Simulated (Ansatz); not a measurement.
BaCl$_{2}$, triplet, at a GFN2-xTB geometry (such geometries of metal compounds can be far from the true shape) (a higher spin typed on purpose: for a closed-shell molecule this is an excited state) (core potentials on Ba); SC-NEVPT2/def2-SVP, CASSCF(2,4) in Ansatz (a quantum-chemistry and plane-wave program).

Here is a job for Ansatz.
Ansatz 0.2 input:
```yaml
crystal:
  periodic: [false, false, false]
  atoms:
    - {symbol: Ba, position_ang: [0.58760584, -0.45595099, 0.57039817]}
    - {symbol: Cl, position_ang: [-0.00410212, 0.94932853, -1.77371937]}
    - {symbol: Cl, position_ang: [-1.93154064, 0.55262766, -0.10523930]}
basis:
  gaussian:
    orbitals: def2-SVP
correlation: {method: sc_nevpt2, electrons: all, active_space: {window: {electrons: 2, orbitals: 4}}}
magnetization: {spin_polarized: false, initial_magnetization: 2}
```

What the program printed (banner, timings and long lists left out):

```
Functional definition: HF
534 factors; integrals over basis functions are off by at most 3.7e-4 eV
mean field evaluation 1: about -25682.8763 eV, gradient 9.0e0 eV
mean field evaluation 2: about -25682.9010 eV, gradient 9.0e0 eV
mean field evaluation 4: about -25683.4510 eV, gradient 5.2e-1 eV
mean field evaluation 8: about -25683.4577 eV, gradient 8.3e-2 eV
mean field evaluation 16: about -25682.0832 eV, gradient 8.5e0 eV
mean field evaluation 32: about -25683.4563 eV, gradient 4.8e-1 eV
mean field -25683.45821742 eV, -943.8496806170 hartree, gradient 1.3e-6 eV, S^2 2.000000; 6 other end points of the search recorded, 0 dependent functions left out
reference -25683.45821742 eV, -943.8496806170 hartree; 23, 21 occupied and 43, 45 virtual orbitals, 534 factors
state -25683.46135851 eV, -943.8497960498 hartree
state -25683.46135851 eV, -943.8497960498 hartree; corrected -25694.26196585 eV, -944.2467110487 hartree
Total energy: -25694.26196585 eV, -944.2467110487 hartree
```
